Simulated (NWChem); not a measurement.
# CrN$_{2}$H$_{2}$Cl$_{2}$; SMILES [NH]=[Cr](=[NH])([Cl])[Cl]

Program: NWChem. Pople sets run with spherical d functions. Coordinates come from a PBE0/def2-SVP optimisation. Not confirmed as a minimum by frequencies. Total energies compare along this basis series because the functional is fixed.

| level | basis functions | energy (Ha) | highest occupied level (eV) | orbital gap (eV) | dipole (D) |
|---|---|---|---|---|---|
| TPSS/STO-3G | 48 | -2053.5018 | -4.82 | 3.41 | 4.30 |
| TPSS/3-21G | 75 | -2065.6468 | ___ | 2.70 | ___ |
| TPSS/6-31G* | 102 | -2075.6397 | -7.11 | 2.73 | 4.70 |

Question: Some entries are withheld; supply them.

Answer: 
- TPSS/3-21G, highest occupied level (eV): -7.23
- TPSS/3-21G, dipole (D): 5.42
